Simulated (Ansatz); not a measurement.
`C[S][AlH2]` and `C[S][SbH2]` differ in one atom or group.

Ansatz, PBE0-D4/def2-TZVP geometries, multiplicity 1. 

Elements past krypton have def2 core potentials.  Spin–orbit coupling is left out; it splits and shifts lone-pair levels of the heavy atoms by tenths of an eV.

```tsv
property	`C[S][AlH2]`
zero-point energy (PBE0-D4/def2-TZVP) / kJ/mol	138.1
HOMO–LUMO gap (B3LYP/def2-TZVPP) / eV	5.51
ideal-gas entropy at 298 K and 1 bar (rigid rotor, harmonic PBE0-D4/def2-TZVP) / J/(mol·K)	310
size of the dipole moment (PBE/def2-TZVPP) / D	1.43
LUMO energy (PBE0/def2-TZVPP) / eV	-1.28
size of the dipole moment (ωB97M-V/def2-TZVPP) / D	1.39
```

(1) Give the same properties after the change, and the shifts. (An estimate is asked.)

## Answers

(1) Ansatz gave: 
| property | `C[S][SbH2]` | shift |
| --- | --- | --- |
| zero-point energy (PBE0-D4/def2-TZVP) / kJ/mol | 137.5 | -0.6 |
| HOMO–LUMO gap (B3LYP/def2-TZVPP) / eV | 5.21 | -0.30 |
| ideal-gas entropy at 298 K and 1 bar (rigid rotor, harmonic PBE0-D4/def2-TZVP) / J/(mol·K) | 339 | 29 |
| size of the dipole moment (PBE/def2-TZVPP) / D | 1.67 | 0.24 |
| LUMO energy (PBE0/def2-TZVPP) / eV | -1.04 | 0.24 |
| size of the dipole moment (ωB97M-V/def2-TZVPP) / D | 1.70 | 0.31 |

With PBE0 the HOMO rises by 0.51 eV and the LUMO rises by 0.24 eV, so the gap narrows by about 0.27 eV. PBE moves the HOMO by 0.59 eV and ωB97M-V by 0.50 eV. Dipoles are sizes alone; their direction can turn. Modes under 60 cm⁻¹, often nearly free rotors, make the harmonic entropy too high.

B3LYP here is the variant with VWN-RPA as its local correlation; programs differ in this.
